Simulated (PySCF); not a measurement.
CH3Zn, neutral, multiplicity 2. Atoms are numbered in the order given.

```xyz
5

Zn     0.0000     0.0000    -0.4973
C      0.0000     0.0000     1.5440
H      0.9034     0.5216     1.8852
H      0.0000    -1.0432     1.8852
H     -0.9034     0.5216     1.8852
```
Charge 0, spin multiplicity 2.

Geometry optimised at PBE-D3(BJ)/def2-TZVP. The multiplicity is an assumed one; other spin states were not compared. The isomer is the one that the SMILES or the coordinates give; other isomers of the formula were not compared.

All values below come from TDA-M06-2X/def2-TZVPD (PySCF).

Vertical excitations; the highest root listed may be one member of a degenerate set. The molecule is in vacuum.

```csv
state,energy (eV),λ (nm),f,main pairs
root 1,3.02,411,0.077,"α HOMO→LUMO, α HOMO→LUMO+3 (degenerate set)"
root 2,3.02,411,0.077,"α HOMO→LUMO+1, α HOMO→LUMO+4 (degenerate set)"
root 3,4.31,288,0.000,"α HOMO→LUMO+2 49 %, β HOMO→LUMO 34 %"
root 4,4.76,261,0.369,"α HOMO→LUMO+2 47 %, β HOMO→LUMO 41 %"
root 5,5.19,239,0.007,"α HOMO→LUMO+3, α HOMO→LUMO (degenerate set)"
root 6,5.19,239,0.007,"α HOMO→LUMO+4, α HOMO→LUMO+1 (degenerate set)"
root 7,5.51,225,0.001,α HOMO→LUMO+5 90 %
root 8,6.02,206,0.026,"α HOMO−1→LUMO+1, α HOMO−1→LUMO+4, β HOMO→LUMO+2 (degenerate set)"
root 9,6.02,206,0.026,"α HOMO−1→LUMO, α HOMO−1→LUMO+3, β HOMO→LUMO+1 (degenerate set)"
root 10,6.74,184,0.209,α HOMO→LUMO+6 86 %
```
Unrestricted roots are not spin-pure.
